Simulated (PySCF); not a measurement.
CH₅ClGeO, SMILES C[O][GeH2][Cl].

Geometry: PBE-D3(BJ)/def2-SVP. The structure was generated by enumeration, and PubChem lists no compound with its InChIKey, so it may never have been made. The values are those of a single conformer.

Method: PySCF with CAM-B3LYP/def2-TZVP.

```yaml
total_energy: -2653.73788 hartree
highest_occupied_level: -9.70 eV
lowest_empty_level: 0.80 eV
orbital_gap: 10.50 eV
dipole_moment: 1.67 D
quadrupole, principal values (traceless, Buckingham form, about the centre of nuclear charge): -6.44, -0.22, 6.66 D·Å
mean_static_polarisability: 57.0 bohr³ (8.44 Å³)
polarisability_principal_values: 49.4, 57.9, 63.7 bohr³
```
